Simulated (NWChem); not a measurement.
# GeH3Cl; SMILES [Cl][GeH3]

```xyz
5

Ge     0.0000     0.0000    -0.6965
Cl     0.0000     0.0000     1.4909
H      1.4175    -0.4022    -1.1459
H     -0.3604     1.4287    -1.1459
H     -1.0570    -1.0265    -1.1459
```
Atoms are numbered in this order, from 1.

Computed with NWChem. Structure relaxed at the B3LYP/6-31G* (spherical d) level. Vertical excitations in the gas phase.

Task: Predict the results for PBE0/def2-SVPD, full TDDFT. Quantities: lowest excitation, singlet (eV); oscillator strength of that lowest state; lowest triplet (eV); orbital gap (eV).

Result: 
| Item | Result |
|---|---|
| lowest excitation, singlet (eV) | 6.59 |
| oscillator strength of that lowest state | 0.016 |
| lowest triplet (eV) | 6.08 |
| orbital gap (eV) | 8.07 |
